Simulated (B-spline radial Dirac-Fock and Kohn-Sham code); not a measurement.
# Dipole and non-dipole photoemission parameters of Sb 5p1/2

System: the free antimony atom, configuration [Kr] 4d10 5s2 5p3; threshold 7.32 eV (orbital energy of the model). Level of theory: Dirac-Hartree-Slater photoionisation with a Latter tail; cross sections with all multipoles, angular parameters from the dipole term and its interference with E2; a radial atomic solver.

Input file task.json (cfg lists n, l and occupation; rrms is the nuclear radius in fm):

```json
{"items": [{
  "Z": 51,
  "q": 0,
  "cfg": [[1, 0, 2], [2, 0, 2], [2, 1, 6], [3, 0, 2], [3, 1, 6], [3, 2, 10], [4, 0, 2], [4, 1, 6], [4, 2, 10], [5, 0, 2], [5, 1, 3]],
  "A": 121,
  "rrms": 4.6802,
  "do": "xps",
  "hv": [90.6, 97.5, 112.0, 115.0, 163.0, 187.0, 283.0, 300, 303.0, 339.0, 383.0, 400, 459.0, 575.0, 619.0, 647.0, 730.0, 800, 1000, 1253.6, 1420.0, 1470.0, 2190.0, 3940.0, 5414.7, 6000, 9140.0, 12000, 12400.0, 14000.0],
  "edges": {"K": 30491.0, "L1": 4698.0, "L2": 4380.0, "L3": 4132.0, "M1": 940.0, "M2": 812.7, "M3": 766.4, "M4": 537.5, "M5": 528.2, "N1": 153.2, "N2": 95.6, "N3": 95.6}
}]}
```

Launch: `python xray2_run.py task.json out`

For linearly polarised light dσ/dΩ = σ/(4π) [1 + β P₂(cos θ) + (δ + γ cos²θ) sin θ cos φ], with θ from the polarisation vector and φ the angle between the beam and the projection of the electron momentum on the plane normal to the polarisation.

| hν (eV) | σ (kb) | β | γ | δ |
| --- | --- | --- | --- | --- |
| 90.6 | 17.1 | -0.075 | 0.053 | 0.000 |
| 97.5 | 15.2 | -0.065 | 0.008 | 0.007 |
| 112 | 12.7 | 0.033 | -0.043 | 0.017 |
| 115 | 12.3 | 0.061 | -0.048 | 0.019 |
| 163 | 8.75 | 0.558 | 0.010 | 0.027 |
| 187 | 7.81 | 0.756 | 0.067 | 0.025 |
| 283 | 5.41 | 1.221 | 0.210 | 0.014 |
| 300 | 5.10 | 1.270 | 0.219 | 0.013 |
| 303 | 5.05 | 1.278 | 0.221 | 0.012 |
| 339 | 4.50 | 1.359 | 0.230 | 0.009 |
| 383 | 3.94 | 1.435 | 0.228 | 0.007 |
| 400 | 3.75 | 1.460 | 0.224 | 0.006 |
| 459 | ? | ? | ? | ? |
| 575 | 2.38 | 1.607 | 0.151 | 0.001 |
| 619 | 2.15 | 1.627 | 0.129 | 0.001 |
| 647 | 2.02 | 1.638 | 0.116 | 0.000 |
| 730 | 1.70 | 1.663 | 0.081 | 0.000 |
| 800 | 1.48 | 1.677 | 0.056 | -0.001 |
| 1000 | 1.04 | 1.700 | 0.004 | -0.001 |
| 1253.6 | 0.709 | 1.707 | -0.022 | -0.001 |
| 1420 | 0.569 | 1.705 | -0.022 | -0.001 |
| 1470 | 0.534 | 1.704 | -0.020 | -0.001 |
| 2190 | 0.251 | 1.670 | 0.071 | 0.000 |
| 3940 | 0.0716 | 1.566 | 0.425 | 0.009 |
| 5414.7 | 0.0340 | 1.488 | 0.706 | 0.021 |
| 6000 | 0.0264 | 1.459 | 0.807 | 0.026 |
| 9140 | 0.00895 | 1.329 | 1.251 | 0.059 |
| 12000 | 0.00426 | 1.233 | 1.554 | 0.092 |
| 12400 | 0.00389 | 1.221 | 1.590 | 0.096 |
| 14000 | 0.00276 | 1.176 | 1.725 | 0.115 |

**Question.** Give the values at 459 eV.

**Answer.** σ = 3.18 kb, β = 1.526, γ = 0.205, δ = 0.004.

Values without a named source are computed, but for edge energies of neutral atoms, which are taken from tables.
